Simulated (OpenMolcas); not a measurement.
**P2+: the spin-orbit constant, worked from levels**

| Property | Result |
| --- | --- |
| Program | OpenMolcas 26.06 |
| Basis | ANO-R3 [6s5p4d2f1g] |
| Scalar Hamiltonian | X2C, finite nucleus |
| Active space | 3 electrons in 9 orbitals (RAS2 3s 3p; RAS3 3d, at most 2 electrons) |
| State averaging | 2S+1 = 4 odd, 1 root (0 in the spin-orbit step); 2S+1 = 2 odd, 3 roots; 2S+1 = 4 even, 3 roots; 2S+1 = 2 even, 9 roots |
| Spin-orbit coupling | state interaction with AMFI integrals over the reference wave functions, term energies averaged over their components |

Methods: RASSCF; SS-RASPT2, IPEA 0.25 Eh, imaginary shift 0.1 Eh (closed shells correlated: 2s 2p). Measured levels: Martin, Zalubas and Musgrove, J. Phys. Chem. Ref. Data 14, 751 (1985).

**The spin-orbit constant.** For the Hund term 2P* of p1, E(J) = (A/2) J(J+1) + constant and ζ = 2S·A = A. From J = 1/2 to J = 3/2 the energy changes by 1.5 A.

| Source | E(3/2) - E(1/2) | A | ζ |
| --- | --- | --- | --- |
| RASSCF | 498.3 | 332.2 | 332 |
| SS-RASPT2 | 498.3 | 332.2 | 332 |
| measured | 559.1 | 372.7 | 373 |

All in cm-1. SS-RASPT2 is off by -10.9 % and RASSCF by -10.9 %. Both methods take the spin-orbit matrix elements from the reference wave functions, so the second can move ζ only through the term energies and any multistate remixing.

Active for correlation alone: 3d; no level in the range computed is led by a configuration that fills it, so any true level of that kind is missing. Measured partners are found by configuration, term and J. A level has none where our copy of the source lacks it or the pairing is in doubt (some pairs that miss far off the trend of their configuration count as doubtful), and it then counts in no deviation. Levels of configurations outside the active space are missing.

* marks odd parity.
